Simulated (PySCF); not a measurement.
Does the structure fit the spectrum?

A compound C₇H₉N gives the data below (simulated from a calculation) and was assigned the structure `C=C[C@H](C)/C=C/C#N`.

13C{1H} NMR (computed): δ 159.8 (C), 156.1 (CH, 2C), 127.9 (CH, 2C), 34.8 (CH2), 22.1 (CH3).

1H NMR (300 MHz, computed): δ 8.90 (d, 2H), 7.23 (d, 2H), 2.64 (q, 2H), 1.23 (t, 3H).

- GIAO PBE0/pcSseg-1 shieldings
- structure optimised with GFN2-xTB
- program: PySCF
- non-relativistic Hamiltonian, single conformer, averaged over atoms made equivalent by symmetry, fast rotation or ring inversion, in vacuum

References, each an isolated molecule treated in the same way: 1H (31.72 ppm) and 13C (186.93 ppm) against TMS.

**Question.** Compare with the shifts computed for the proposed structure, pairing carbons in order of shift.

**Answer.** Atom-mapped SMILES (the numbers label the heavy atoms): `[CH2:1]=[CH:2][C@H:3]([CH3:4])/[CH:5]=[CH:6]/[C:7]#[N:8]`. Hydrogens are named by the atom that carries them.

| atom | computed for proposal | given list | difference |
| --- | --- | --- | --- |
| C5 | 168.6 | 159.8 | +8.8 |
| C2 | 148.7 | 156.1 | -7.4 |
| C7 | 122.5 | 156.1 | -33.6 |
| C1 | 122.2 | 127.9 | -5.7 |
| C6 | 103.9 | 127.9 | -24.0 |
| C3 | 52.3 | 34.8 | +17.5 |
| C4 | 23.6 | 22.1 | +1.5 |

The rms difference is 17.6 ppm and the largest -33.6 ppm at C7 (nitrile carbon). The proposal also would give 7 carbon signals, not 5. The carbon types in order of shift don't match either: CH, CH, C, CH2, CH, CH, CH3 for the proposal against C, CH, CH, CH, CH, CH2, CH3 in the data. The proposal doesn't fit.

**Question.** Which isomer fits?

**Answer.** SMILES CCc1ccncc1.

1. Carbon types of the structure: 1 × C, 4 × CH, 1 × CH2, 1 × CH3, which accounts for all hydrogens.
2. δC 159.8: substituted aromatic carbon.
3. δC 156.1: aromatic CH next to a ring nitrogen; the adjacent pyridine-type nitrogen withdraws density from it.
4. δC 127.9: aromatic CH; the aromatic region.
5. δH 8.90: hydrogen on an aromatic CH next to a ring nitrogen; ring current plus the neighbouring ring nitrogen.

The shifts were computed for this structure.

Shifts are as computed. Against solution values, carbons near 30 ppm lie about +3 ppm off and those near 130 ppm about +5 ppm. Of 1211 compounds with measured shifts, 218 miss one by over three times the rms of a fit or turn the order of signals round; such compounds aren't used in these exercises. No couplings were computed; multiplicities are counted from neighbouring protons, with m where these are inequivalent, close in shift, in a saturated or five-membered ring or joined by F or P, and br s for small geminal =CH2 splittings.
